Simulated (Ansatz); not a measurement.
`CC(C)Br` → `CCBr` + `[CH2]` (triplet) at 600 K and 1 bar (formal loss of a carbene).

Computed with Ansatz on PBE0-D4/def2-TZVP structures; ΔE is electronic, products minus reactants. CCSD(T)/CBS is the MP2 limit (def2-TZVPP, def2-QZVPP) plus CCSD(T) − MP2 in def2-TZVPP, frozen cores. This one scheme is used for every species. Triplets are unrestricted, without spin–orbit coupling. For Br outer-core shells are correlated without core-valence functions, which leaves a few kJ/mol of doubt a bond. Scalar relativity is left out up to krypton.

```json
{"species": "`CC(C)Br`", "CCSD(T)/CBS energy (Eh)": "-2691.70361", "H − E (kJ/mol)": "298.5", "S (J/(mol·K))": "391.6"}
{"species": "`CCBr`", "CCSD(T)/CBS energy (Eh)": "-2652.43806", "H − E (kJ/mol)": "211.8", "S (J/(mol·K))": "342.1"}
{"species": "`[CH2]` (triplet)", "CCSD(T)/CBS energy (Eh)": "-39.09499", "H − E (kJ/mol)": "66.5", "S (J/(mol·K))": "220.8"}
```

H − E and S are ideal-gas, rigid-rotor, harmonic terms from PBE0-D4/def2-TZVP, with the whole ground term of open shells counted as degenerate. 1 Eh = 2625.50 kJ/mol, R = 8.31446 J/(mol·K).

**Question.** By hand: ΔE, ΔH, ΔS and ΔG.

**Answer.** ΔE = (-2652.43806) + (-39.09499) − (-2691.70361) = 0.17056 Eh = 447.8 kJ/mol. Δ(H − E) = 211.8 + 66.5 − 298.5 = -20.2, so ΔH = 427.6 kJ/mol. ΔS = 342.1 + 220.8 − 391.6 = 171.3 J/(mol·K). ΔG = 427.6 − 600 × (171.3)/1000 = 324.8 kJ/mol.

**Question.** By hand: the equilibrium constant, and the temperature at which ΔG would vanish if ΔH and ΔS stayed fixed.

**Answer.** log₁₀ K = −ΔG/(RT ln 10) = -28.3. ΔG = 0 at ΔH/ΔS = 2496 K.

The number of gas molecules changes by +1, which sets the sign of ΔS. A doubt of 5 kJ/mol in ΔE shifts log₁₀ K by 0.4 here. A triplet takes part, so the spin changes. These are equilibria of isolated gas molecules and say nothing of rates. Largest T1 diagnostic: 0.011 (customary marks: 0.02 for closed shells, 0.045 for open ones).
